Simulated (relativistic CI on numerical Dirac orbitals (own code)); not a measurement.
# Ga IV: computed level list

Computed by Dirac-Coulomb-Breit CI, KLI orbitals optimised for each configuration, model QED, valence Slater integrals scaled by 0.85, P86 correlation estimate, and configurations built on the next ion tied to the tabulated ionisation energy (semi-empirical) (own radial code, finite nucleus).

CI space (outside the closed core [Ar]): 3d¹⁰, 3d⁹4s, 3d⁹4p, 3d⁹4d, 3d⁹5s, 3d⁹4f, 3d⁸4s², 3d⁹5p, 3d⁹5d, 3d⁸4s4p, 3d⁹5f, 3d⁹5g, 3d⁸4p², 3d⁸4s4d. Levels of other configurations are missing.

```tsv
No.	Configuration	Term	J	E (eV)	%	Next component (%)	Lifetime (s)
1	3d¹⁰	¹S	0	0.0000	100		
2	3d⁹4s	³D	3	19.3061	100		
3	3d⁹4s	³D	2	19.4796	86	14 ¹D	1.52e-03
4	3d⁹4s	³D	1	19.7373	100		3.21e+00
5	3d⁹4s	¹D	2	20.0788	86	14 ³D	2.26e-04
6	3d⁹4p	³P°	2	28.4875	97	3 ³D°	8.97e-10
7	3d⁹4p	³P°	1	28.8508	97	2 ³D°	8.05e-10
8	3d⁹4p	³F°	3	28.8894	69	27 ¹F°	8.52e-10
9	3d⁹4p	³F°	4	29.0226	100		7.72e-10
10	3d⁹4p	³P°	0	29.0678	100		8.45e-10
11	3d⁹4p	³F°	2	29.1703	94	5 ³D°	8.28e-10
12	3d⁹4p	¹F°	3	29.5328	57	31 ³D°	7.73e-10
13	3d⁹4p	¹D°	2	29.6105	60	35 ³D°	7.53e-10
14	3d⁹4p	³D°	3	29.7206	65	19 ³F°	7.25e-10
15	3d⁹4p	³D°	1	29.9302	90	9 ¹P°	4.72e-10
16	3d⁹4p	¹P°	1	30.0059	90	8 ³D°	1.17e-10
17	3d⁹4p	³D°	2	30.0322	57	39 ¹D°	7.18e-10
18	3d⁹4d	³S	1	41.0683	89	9 ³P	2.32e-10
19	3d⁸4s²‡	³F	4	41.2432	84	13 3d⁹4d ³F	1.48e-09
20	3d⁹4d	³G	5	41.4386	100		2.33e-10
21	3d⁹4d	³G	4	41.4597	58	41 ¹G	2.28e-10
22	3d⁹4d	³P	2	41.4606	79	20 ³D	2.27e-10
23	3d⁹4d	¹P	1	41.4775	49	31 ³P	2.42e-10
24	3d⁸4s²‡	³F	3	41.5341	41	30 3d⁹4d ³F	3.77e-10
25	3d⁹4d	³D	3	41.6289	65	17 ¹F	2.62e-10
26	3d⁹4d	³P	0	41.6654	99	1 3d⁸4s² ³P	2.25e-10
27	3d⁹4d	³D	2	41.6681	30	23 ¹D	2.76e-10
28	3d⁹4d	³G	3	41.7463	51	32 3d⁸4s² ³F	3.43e-10
29	3d⁹4d	³F	4	41.7702	39	33 ¹G	2.65e-10
30	3d⁹4d	³P	1	41.7735	53	36 ¹P	2.38e-10
31	3d⁸4s²‡	³F	2	41.8715	53	28 3d⁹4d ³D	5.11e-10
32	3d⁹4d	¹F	3	41.9561	44	36 ³G	2.51e-10
33	3d⁹4d	³D	1	41.9632	80	13 ¹P	2.35e-10
34	3d⁹4d	³F	4	42.0045	48	25 ¹G	2.49e-10
35	3d⁹4d	¹D	2	42.1110	64	20 ³D	2.55e-10
36	3d⁹4d	³F	3	42.2253	56	26 ¹F	2.67e-10
37	3d⁹4d	³F	2	42.2734	68	21 3d⁸4s² ³F	3.15e-10
38	3d⁹5s	³D	3	42.7679	99	1 3d⁹4d ³D	2.93e-10
39	3d⁹5s	³D	2	42.8398	55	44 ¹D	2.93e-10
40	3d⁹5s	³D	1	43.2008	99	1 3d⁹4d ³D	2.94e-10
41	3d⁹5s	¹D	2	43.2645	56	44 ³D	2.94e-10
42	3d⁸4s²‡	¹D	2	43.8540	70	24 ³P	8.61e-08
43	3d⁸4s²‡	³P	2	44.4599	72	24 ¹D	5.10e-07
44	3d⁸4s²‡	³P	1	44.5085	96	3 3d⁸4p² ³P	
45	3d⁸4s²‡	³P	0	44.5660	96	3 3d⁸4p² ³P	2.71e-06
46	3d⁹4d	¹S	0	44.8335	84	15 3d⁹5d ¹S	1.74e-10
47	3d⁸4s²‡	¹G	4	45.2397	96	3 3d⁸4p² ¹G	1.93e-06
48	3d⁹5p	³P°	2	45.9046	94	5 ³D°	1.51e-09
49	3d⁹5p	³F°	3	46.0300	57	38 ¹F°	1.47e-09
50	3d⁹5p	³F°	4	46.0680	100		1.58e-09
51	3d⁹5p	³P°	1	46.1268	76	18 ¹P°	7.45e-10
52	3d⁹5p	¹D°	2	46.2230	43	31 ³D°	1.49e-09
53	3d⁹5p	³D°	3	46.2609	81	18 ¹F°	1.47e-09
54	3d⁹5p	³P°	0	46.3801	100		1.57e-09
55	3d⁹5p	³F°	2	46.4484	73	23 ¹D°	1.51e-09
56	3d⁹5p	¹F°	3	46.5654	44	42 ³F°	1.50e-09
57	3d⁹5p	¹P°	1	46.5704	75	22 ³P°	2.83e-10
58	3d⁹5p	³D°	1	46.6600	91	7 ¹P°	1.05e-09
59	3d⁹5p	³D°	2	46.6882	60	35 ¹D°	1.48e-09
60	3d⁸4s4p‡	⁵D°	4	48.8678	94	5 ⁵F°	
61	3d⁸4s4p‡	⁵D°	3	49.1622	91	7 ⁵F°	3.59e-08
62	3d⁸4s4p‡	⁵G°	5	49.3015	71	23 ⁵F°	1.13e-07
63	3d⁸4s4p‡	⁵G°	6	49.3407	100		7.73e-07
64	3d⁸4s4p‡	⁵G°	4	49.4073	74	13 ⁵F°	2.01e-08
65	3d⁸4s4p‡	⁵D°	2	49.4111	92	6 ⁵F°	3.56e-08
66	3d⁹4f	³P°	0	49.4492	100		3.95e-10
67	3d⁹4f	³P°	1	49.4687	85	13 ³D°	3.54e-10
68	3d⁹4f	³P°	2	49.4997	51	30 ³D°	4.06e-10
69	3d⁹4f	³H°	6	49.5170	100		4.08e-10
70	3d⁹4f	¹H°	5	49.5205	53	46 ³H°	4.10e-10
```

Energies count from the lowest computed level; ° marks odd parity; lifetimes are radiative, by E1, M1, E2 decay to levels of this space only; some are left blank where a channel outside the calculation adds to the decay or the decay crosses a small, uncertain gap. ‡ marks configurations that were not tied to measured data.

The mean weight of the leading LS term, summed over parents, in these 70 levels is 76 %, and that of the leading jj configuration (from the same eigenvectors) 73 %.

Configurations that consist of the next ion and one excited electron were tied to the tabulated ionisation energy; Rydberg ones are usually within 1,000 to 3,000 cm⁻¹ and the lowest ones within about 6,000 (9,000 in d shells), while levels on excited terms of the next ion carry the error of that term, and the other configurations can be misplaced by 10,000 cm⁻¹ or more. Rates follow the energies as ν³ (E1, M1) or ν⁵ (E2), so rates, branching and lifetimes can be off by large factors. The fine structure of a lone outer electron comes out too small, for d and f at times inverted, and misplaced configurations move strength between like terms. 53 of the 69 excited levels that our extract of the measured tables holds in this range could be paired (the sources list more); they are missed by 3451 cm⁻¹ on average and 10003 at most, and levels without a partner can miss by more.

LS names give the leading component of a level, which can be under half, so a name can repeat, a term be missing and a line seem to break the LS rules.
